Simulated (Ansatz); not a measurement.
The cluster W₂O₄⁺. Charge 1, multiplicity 2. Geometry r2SCAN-D4/def2-SVP, basis def2-TZVP, Ansatz.

```xyz
6

W    -0.7993   -1.1139    0.5634
W     0.9760    0.0559   -1.1144
O     0.2749    1.5976   -1.0236
O     2.1593   -0.0210    0.0954
O    -0.5368   -0.0288    1.8404
O    -2.0741   -0.4899   -0.3613
```

```tsv
run	HOMO (eV)	LUMO (eV)
A	-10.73	-10.08
B	-11.73	-9.57
C	-11.35	-9.92
D	-11.01	-10.09
E	-13.55	-7.83
```

In the def2 sets W takes a core potential; there is no spin–orbit coupling. HSE06 is defined as in plane-wave codes, on full-range PBE exchange. No other spin state of charge 1 was run. Another isomer (doublet) lies 1.20 eV lower at PBE0-D4/def2-TZVP; other spin states weren't run for this one.

HOMO and LUMO are taken over both spins.

**Question.** The runs used HSE06, PBE, PBE0, r2SCAN, ωB97M-V. Estimate which is which.

**Answer.** A PBE (0 % exact exchange); B PBE0 (25 % exact exchange); C HSE06 (range-separated); D r2SCAN (0 % exact exchange); E ωB97M-V (range-separated). Exact exchange lowers occupied and raises empty levels; among semilocal functionals meta-GGAs tend to open the gap a little, and such runs are hard to tell apart. The gap grows from 0.65 eV (PBE) to 5.72 eV (ωB97M-V).
